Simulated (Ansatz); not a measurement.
F6OSi2, triplet, at the geometry of the source list (a higher spin typed on purpose: for a closed-shell molecule this is an excited state), with bond 7-6 at 3.0 times its length; B3LYP/STO-3G (Ansatz, a program for electronic structure).

Here is a job for Ansatz.
Ansatz 0.2 input:
```yaml
crystal:
  periodic: [false, false, false]
  atoms:
    - {symbol: F, position_ang: [2.14150000, 0.34950000, -1.18690000]}
    - {symbol: Si, position_ang: [1.48840000, 0.31650000, 0.24260000]}
    - {symbol: F, position_ang: [2.39280000, -0.51410000, 1.21790000]}
    - {symbol: F, position_ang: [1.39320000, 1.80110000, 0.74870000]}
    - {symbol: O, position_ang: [0.06090000, -0.38600000, 0.20130000]}
    - {symbol: Si, position_ang: [-1.47750000, -0.38560000, -0.20660000]}
    - {symbol: F, position_ang: [-2.09400000, 0.87920000, -4.70600000]}
    - {symbol: F, position_ang: [-2.29490000, 0.62300000, 0.67990000]}
    - {symbol: F, position_ang: [-2.02140000, -1.84040000, 0.00950000]}
basis:
  gaussian:
    orbitals: STO-3G
hamiltonian:
  xc: b3lyp
magnetization: {spin_polarized: true, initial_magnetization: 2}
```

What the program printed (banner, timings and long lists left out):

```
Functional definition: B3LYP
690 factors; integrals over basis functions are off by at most 2.5e-5 eV
mean field evaluation 1: about -33647.7937 eV, gradient 2.7e1 eV
mean field evaluation 2: about -33649.5462 eV, gradient 2.3e1 eV
mean field evaluation 4: about -33652.8927 eV, gradient 5.3e-1 eV
mean field evaluation 8: about -33652.9214 eV, gradient 1.5e-2 eV
mean field evaluation 16: about -33652.9214 eV, gradient 9.0e-4 eV
mean field evaluation 32: about -33652.9218 eV, gradient 5.5e-5 eV
mean field evaluation 64: about -33652.9216 eV, gradient 2.1e-3 eV
mean field -33652.92176641 eV, -1236.7220641459 hartree, gradient 1.8e-6 eV, S^2 2.001607; 4 other end points of the search recorded, 0 dependent functions left out
reference -33652.92194556 eV, -1236.7220707296 hartree; 46, 44 occupied and 7, 9 virtual orbitals, 690 factors
Total energy: -33652.92194556 eV, -1236.7220707296 hartree
```
